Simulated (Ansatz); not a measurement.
The lowest singlet and triplet of CH4Si (SMILES C=[SiH2]); geometries from B3LYP-D3(BJ)/def2-TZVP, each state relaxed from the structure named, with no frequency check.
Singlet (charge 0, multiplicity 1):
```xyz
6

C     -1.15068    -0.05473    -0.00632
Si     0.54827     0.02608     0.00301
H     -1.77057     0.83033    -0.06778
H     -1.68441    -0.99466     0.04879
H      1.40004    -1.17277     0.08636
H      1.28328     1.30039    -0.07161
```

A positive gap puts the triplet lower; no zero-point energy. R- takes a restricted singlet. The triplet is unrestricted in single-reference levels. Active spaces average the two states.

Cores are frozen in the correlated methods.

Run with Ansatz (a first-principles code) with Gaussian orbitals. Values without a source in brackets are computed.

Task: What gap E(singlet) − E(triplet), vertical, at the singlet's geometry does R-CCSDT/cc-pV(D+d)Z give?

Result: -65.9 kcal/mol

Task: Estimate the gap E(singlet) − E(triplet), vertical, at the singlet's geometry that FIC-MRCISD+Q on SA-CASSCF(2,2)/cc-pV(T+d)Z returns for this input.

Result: -64.0 kcal/mol

Task: Predict the gap E(singlet) − E(triplet), vertical, at the singlet's geometry from SA-CASSCF(2,2)/cc-pV(D+d)Z.

Result: -60.5 kcal/mol

Doubts at one or more of the structures used: a restricted determinant that unrestricted orbitals would lower (R-CCSDT/cc-pV(D+d)Z).
